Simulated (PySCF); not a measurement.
This PySCF input asks for the NMR shieldings of `C[Si](C)(C)OC1CCCCC1`, C9H20OSi; the geometry comes from PBE0-D3(BJ)/def2-SVP.

```python
import basis_set_exchange as bse
import numpy as np
from pyscf import gto, dft
from pyscf.prop import nmr

atoms = """
C     2.426438    0.315114   -1.664372
Si    2.176071   -0.260741    0.106040
C     3.254681   -1.735215    0.492638
C     2.507954    1.156715    1.292503
O     0.602307   -0.805832    0.309226
C    -0.546263   -0.031275    0.064941
C    -1.419177   -0.004523    1.312631
C    -2.727618    0.740768    1.074491
C    -3.487426    0.164575   -0.116141
C    -2.617530    0.149914   -1.369058
C    -1.309255   -0.594778   -1.127749
H     1.758291    1.153930   -1.916711
H     2.224260   -0.504036   -2.372322
H     3.462240    0.655258   -1.825565
H     4.322866   -1.486133    0.393494
H     3.078750   -2.085353    1.521475
H     3.031469   -2.568681   -0.191118
H     1.836366    2.008075    1.097414
H     2.350753    0.835434    2.334134
H     3.543518    1.521812    1.199887
H    -0.268578    1.018541   -0.175646
H    -1.620785   -1.051983    1.597664
H    -0.849400    0.443688    2.142647
H    -2.510803    1.807637    0.882153
H    -3.351088    0.714400    1.982522
H    -3.799265   -0.869025    0.119380
H    -4.412595    0.735838   -0.295767
H    -2.396505    1.191081   -1.667959
H    -3.161438   -0.301652   -2.214244
H    -1.508358   -1.660561   -0.919176
H    -0.662936   -0.563248   -2.019798
"""
names = dict.fromkeys(["C", "Si", "O", "H"], "pcSseg-1")
basis = {el: gto.basis.parse(bse.get_basis(n, elements=[el], fmt="nwchem")) for el, n in names.items()}
mol = gto.M(atom=atoms, basis=basis, charge=0, verbose=0)
mf = dft.RKS(mol, xc="PBE0")
mf.grids.level = 2
mf.grids.alignment = dft.numint.BLKSIZE   # the property module wants whole blocks of grid points
mf.conv_tol = 1e-9
mf.kernel()

calc = nmr.RKS(mf)   # GIAO
C = mf.mo_coeff
Co = C[:, mf.mo_occ > 0]
resp = mf.gen_response(singlet=True, hermi=2)
def vind(x):   # induced exchange potential for any number of trial vectors
    d = np.einsum("pi,xij,qj->xpq", C, 2 * x.reshape(-1, C.shape[1], Co.shape[1]), Co, optimize=True)
    return np.einsum("xpq,pi,qj->xij", resp(d - d.transpose(0, 2, 1)), C, Co, optimize=True).ravel()
mo1, _ = nmr.rhf.solve_mo1(calc, with_cphf=vind)
sigma = calc.kernel(mo1)
for i, s in enumerate(sigma):   # ppm
    print("%2d %-2s %9.2f" % (i, mol.atom_pure_symbol(i), np.trace(s) / 3))
```

Q: What does it print?

A: 
```
 0 C     185.25
 1 Si    331.78
 2 C     184.34
 3 C     185.66
 4 O     254.47
 5 C     112.96
 6 C     145.84
 7 C     157.11
 8 C     156.69
 9 C     157.16
10 C     145.70
11 H      30.99
12 H      31.22
13 H      31.48
14 H      31.51
15 H      30.99
16 H      31.01
17 H      30.96
18 H      31.23
19 H      31.50
20 H      28.26
21 H      30.10
22 H      29.60
23 H      30.14
24 H      29.66
25 H      30.27
26 H      29.84
27 H      30.15
28 H      29.67
29 H      30.12
30 H      29.63
```

These numbers come from an equivalent density-fitted implementation of the same equations, which agrees with the script to about 0.01 ppm for H and up to a few tenths of a ppm for heavy atoms, so last digits may differ.

Q: Turn these shieldings into chemical shifts. Shifts are taken against calculated references (same method and geometry level): TMS for ¹³C (184.41 ppm), ²⁹Si (351.99 ppm), ¹H (31.27 ppm); ¹⁷O (334.56 ppm) against H2O.

A: Averaging equivalent atoms: C 5: 71.5; C 6/10: 38.6; C 8: 27.7; C 7/9: 27.3; C 0/2/3: -0.7; Si 1: 20.2; O 4: 80.1; H 20: 3.01; H 22/30: 1.65; H 24/28: 1.60; H 26: 1.43; H 21/29: 1.16; H 23/27: 1.12; H 25: 0.99; H 11/12/13/14/15/16/17/18/19: 0.06 ppm. Experimental scales use liquid or dissolved standards, which lie at an offset from isolated H2O (liquid H2O: subtract about 36 ppm).

Size and cost of the density-fitted run: 294 basis functions; peak memory 2.2 GiB.
